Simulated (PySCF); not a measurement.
A PySCF script (with the pyscf-properties extension) for the NMR shieldings of SMILES [H]/N=C\C#CC(=O)[O-], [C4H2NO2]-, on a GFN2-xTB geometry:

```python
import basis_set_exchange as bse
import numpy as np
from pyscf import gto, dft
from pyscf.prop import nmr

atoms = """
N     2.665653   -0.048126   -0.384663
C     1.637718    0.642542   -0.089420
C     0.283517    0.296934   -0.250015
C    -0.864295   -0.054937   -0.431910
C    -2.333043   -0.420297   -0.572492
O    -2.802898   -0.952738    0.438350
O    -2.834597   -0.126043   -1.660155
H     2.428355   -0.959768   -0.781104
H     1.833151    1.628425    0.337360
"""
names = dict.fromkeys(["N", "C", "O", "H"], "pcSseg-1")
basis = {el: gto.basis.parse(bse.get_basis(n, elements=[el], fmt="nwchem")) for el, n in names.items()}
mol = gto.M(atom=atoms, basis=basis, charge=-1, verbose=0)
mf = dft.RKS(mol, xc="PBE0")
mf.grids.level = 2
mf.grids.alignment = dft.numint.BLKSIZE   # the property module wants whole blocks of grid points
mf.conv_tol = 1e-9
mf.kernel()

calc = nmr.RKS(mf)   # GIAO
C = mf.mo_coeff
Co = C[:, mf.mo_occ > 0]
resp = mf.gen_response(singlet=True, hermi=2)
def vind(x):   # induced exchange potential for any number of trial vectors
    d = np.einsum("pi,xij,qj->xpq", C, 2 * x.reshape(-1, C.shape[1], Co.shape[1]), Co, optimize=True)
    return np.einsum("xpq,pi,qj->xij", resp(d - d.transpose(0, 2, 1)), C, Co, optimize=True).ravel()
mo1, _ = nmr.rhf.solve_mo1(calc, with_cphf=vind)
sigma = calc.kernel(mo1)
for i, s in enumerate(sigma):   # ppm
    w = np.linalg.eigvalsh((s + s.T) / 2)
    print("%2d %-2s iso %8.1f  s11 %8.1f  s22 %8.1f  s33 %8.1f" % (i, mol.atom_pure_symbol(i), w.mean(), *w))
```

Task: What are the results?

Result: 
```
 0 N  iso    -73.2  s11   -367.8  s22    -82.8  s33    231.1
 1 C  iso     26.2  s11    -85.9  s22     33.5  s33    130.9
 2 C  iso    112.1  s11     31.8  s22     50.2  s33    254.3
 3 C  iso     72.7  s11     -2.8  s22     28.2  s33    192.8
 4 C  iso     30.7  s11    -73.9  s22     56.4  s33    109.7
 5 O  iso    -46.0  s11   -294.6  s22    -37.7  s33    194.2
 6 O  iso    -39.3  s11   -284.2  s22    -40.2  s33    206.6
 7 H  iso     21.9  s11     12.8  s22     26.1  s33     26.8
 8 H  iso     24.2  s11     21.6  s22     23.4  s33     27.7
```

These numbers come from an equivalent density-fitted implementation of the same equations, which agrees with the script to about 0.01 ppm for H and up to a few tenths of a ppm for heavy atoms, so last digits may differ.

Task: Turn these shieldings into chemical shifts. Referencing at the same level of theory: NH3 for ¹⁵N (σref 267.73); ¹³C (σref 186.93) and ¹H (σref 31.72) against TMS; ¹⁷O (σref 336.08) vs H2O.

Result: Averaging equivalent atoms: N 0: 340.9; C 1: 160.8; C 4: 156.2; C 3: 114.2; C 2: 74.8; O 5/6: 378.7; H 7: 9.82; H 8: 7.49 ppm. Unscaled 17O shifts of doubly bonded oxygen tend to come out too high, by tens of ppm or more. Experimental scales use liquid or dissolved standards, which lie at an offset from isolated NH3 (liquid NH3: subtract about 20 ppm) and H2O (liquid H2O: subtract about 36 ppm). Unscaled 15N shifts of sp2 nitrogen often come out too high even then, by a few to some tens of ppm.

Size and cost of the density-fitted run: 129 basis functions, 14 s wall time on 1 thread of an Intel Xeon, shared host; peak memory 0.57 GiB.
